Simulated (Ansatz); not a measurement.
`C#CC(C)OC` + `B1CO[SiH2]1` → `CC1B[SiH2]O1` + `C#CCOC`  (formal exchange of groups at a C–C bond)

Computed with Ansatz on PBE0-D4/def2-TZVP structures; ΔE is electronic, products minus reactants. CBS: MP2 limit from def2 TZ/QZ plus the TZ coupled-cluster correction, frozen cores. DFT in def2-TZVPP. B3LYP here is the variant with VWN-RPA as its local correlation; programs differ in this. Each species was taken in one conformer, which may not be the lowest.

```tsv
level	ΔE (kJ/mol)	difference from CCSD(T)/CBS
PBE-D4	8.2	-1.3
r2SCAN-D4	9.6	0.1
B3LYP-D4	7.8	-1.7
ωB97X-V	9.7	0.2
ωB97M-V	10.2	0.7
B2PLYP	8.0	-1.5
PBE	7.2	-2.3
r2SCAN	9.2	-0.3
PBE0	7.8	-1.7
B3LYP	6.4	-3.1
HF/def2-TZVPP	5.9	-3.6
MP2/def2-TZVPP	10.9	1.4
SCS-MP2/def2-TZVPP	9.6	0.1
CCSD/def2-TZVPP	8.7	-0.8
MP2/def2-QZVPP	11.0	1.5
CCSD/CBS(def2)	8.8	-0.7
CCSD(T)/CBS	9.5	0
```

Largest T1 diagnostic among the species: 0.013.

In def2-TZVPP, CCSD(T) changes the Hartree–Fock value by +3.4 kJ/mol (the triples alone add +0.7 kJ/mol) and MP2 by +5.0 kJ/mol.
